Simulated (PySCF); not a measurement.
C₆H₉BN₂O.
Atom-mapped SMILES: `[cH:1]1[cH:2][o:3][c:4]([B:5]2[NH:6][CH2:7][CH2:8][NH:9]2)[cH:10]1` (hydrogens: H11 on C1; H12 on C2; H13 on N6; H14, H15 on C7; H16, H17 on C8; H18 on N9; H19 on C10)

Level of theory: PySCF, PBE0-D3(BJ)/def2-SVP geometry optimisation, gas phase.

(1) Give the optimised bond lengths and angles.

Results:

(1) 
```csv
bond,length (bohr),order
C1–C2,2.580,aromatic
C2–O3,2.533,aromatic
O3–C4,2.583,aromatic
C4–B5,2.931,single
"B5–N6, B5–N9",2.685,single
"N6–C7, C8–N9",2.740,single
C7–C8,2.907,single
C4–C10,2.595,aromatic
C1–C10,2.694,aromatic
C1–H11,2.056,single
C2–H12,2.055,single
"N6–H13, N9–H18",1.907,single
C7–H14 and 3 like bonds,2.090,single
C10–H19,2.057,single
```

Bonds in one row agree within 0.02 bohr and their mean is given. Orders are formal, as drawn. A selection of angles:
```csv
angle,degrees
C2–C1–C10,105.4
C1–C2–O3,110.6
C2–O3–C4,108.5
O3–C4–B5,117.7
O3–C4–C10,108.2
B5–C4–C10,134.2
C4–B5–N6,125.5
C4–B5–N9,126.7
N6–B5–N9,107.8
B5–N6–C7,109.8
N6–C7–C8,103.4
C1–C10–C4,107.3
H13–N6–B5,126.2
H13–N6–C7,119.8
H18–N9–C8,118.4
H18–N9–B5,126.2
```

Dihedral angles: O3–C4–B5–N6 0° (synperiplanar); C4–B5–N6–C7 -172° (antiperiplanar); B5–N6–C7–C8 -20° (synperiplanar); N6–C7–C8–N9 25° (synperiplanar); C7–C8–N9–B5 -21° (synperiplanar); C4–B5–N9–C8 -171° (antiperiplanar). The mirror-image conformer, all signs reversed, is as good.

N6 (boron-bound nitrogen) has angles 126.2°, 119.8° and 109.8°, sum 355.7°, 0.15 Å off the plane of its three neighbours. The 5-membered ring C1–C2–O3–C4–C10 has internal angles of 105.4° to 110.6°; it is planar, 0.00 Å rms from its mean plane, widest ring torsion 0°. The 5-membered ring B5–N6–C7–C8–N9 has internal angles of 103.4° to 109.8°; it is puckered, 0.11 Å rms from its mean plane, widest ring torsion 25°. B5 (three-coordinate boron) is planar (angles 126.7°, 125.5° and 107.8°, sum 360.0°, 0.00 Å off the plane of its three neighbours). The C–C distances run from 1.365 Å (C1–C2, aromatic) to 1.538 Å (C7–C8, drawn single), a spread of 0.173 Å. The C–O distances run from 1.340 Å (C2–O3, aromatic) to 1.367 Å (O3–C4, aromatic), a spread of 0.027 Å.

Point group: C1 (no symmetry element, even within 0.4 Å). No frequency check. One conformer, not necessarily the lowest.
